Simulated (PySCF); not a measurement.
## Electron correlation in Se⁻ (selenium, charge -1)

[Ar] 3d10 4s2 4p5, 2P determinant. Computed with PySCF 2.14 in dyall-av2z (16s12p8d, 92 functions), with no relativity, point nucleus. Frozen: [Ar] 3d10; 7 electrons correlated; the 39 highest virtual orbitals of each spin left out.

```json
{"level": "CCSD", "correlation energy (mhartree)": "-124.55"}
{"level": "(T)", "correlation energy (mhartree)": "-3.66"}
{"level": "CCSD(T)", "correlation energy (mhartree)": "-128.21"}
```

Diagnostics: T1 = 0.012, D1 = 0.0235, largest double amplitude 0.036.

Cost of the coupled-cluster step: about 2.9 core-seconds, for 7 correlated electrons.

Iterations:

```
CC2 = 0
CCSD nocc = (np.int64(4), np.int64(3)), nmo = (39, 39)
frozen orbitals [[0, 1, 2, 3, 4, 5, 6, 7, 8, 9, 10, 11, 12, 13, 53, 54, 55, 56, 57, 58, 59, 60, 61, 62, 63, 64, 65, 66, 67, 68, 69, 70, 71, 72, 73, 74, 75, 76, 77, 78, 79, 80, 81, 82, 83, 84, 85, 86, 87, 88, 89, 90, 91], [0, 1, 2, 3, 4, 5, 6, 7, 8, 9, 10, 11, 12, 13, 53, 54, 55, 56, 57, 58, 59, 60, 61, 62, 63, 64, 65, 66, 67, 68, 69, 70, 71, 72, 73, 74, 75, 76, 77, 78, 79, 80, 81, 82, 83, 84, 85, 86, 87, 88, 89, 90, 91]]
max_cycle = 100
direct = 0
conv_tol = 1e-08
conv_tol_normt = 1e-06
diis_space = 8
diis_start_cycle = 0
Init t2, MP2 energy = -0.109221453233268
Init E_corr(UCCSD) = -0.109221453233516
cycle = 1  E_corr(UCCSD) = -0.12081747625151  dE = -0.011596023  norm(t1,t2) = 0.0444956
cycle = 2  E_corr(UCCSD) = -0.123287920731644  dE = -0.00247044448  norm(t1,t2) = 0.0159629
cycle = 3  E_corr(UCCSD) = -0.124577367101862  dE = -0.00128944637  norm(t1,t2) = 0.00806619
cycle = 4  E_corr(UCCSD) = -0.124571438545613  dE = 5.92855625e-06  norm(t1,t2) = 0.00213502
cycle = 5  E_corr(UCCSD) = -0.124534249660748  dE = 3.71888849e-05  norm(t1,t2) = 0.00121856
cycle = 6  E_corr(UCCSD) = -0.124550429865427  dE = -1.61802047e-05  norm(t1,t2) = 0.000407739
cycle = 7  E_corr(UCCSD) = -0.124552019349335  dE = -1.58948391e-06  norm(t1,t2) = 0.000120023
cycle = 8  E_corr(UCCSD) = -0.1245518134439  dE = 2.05905436e-07  norm(t1,t2) = 3.36531e-05
cycle = 9  E_corr(UCCSD) = -0.12455186142217  dE = -4.79782701e-08  norm(t1,t2) = 9.00526e-06
cycle = 10  E_corr(UCCSD) = -0.124551823417769  dE = 3.8004401e-08  norm(t1,t2) = 2.6572e-06
cycle = 11  E_corr(UCCSD) = -0.124551826740338  dE = -3.322569e-09  norm(t1,t2) = 6.23499e-07
UCCSD converged
E(UCCSD) = -2400.007715670475  E_corr = -0.1245518267403376
UCCSD(T) correction = -0.00365955603196415
```
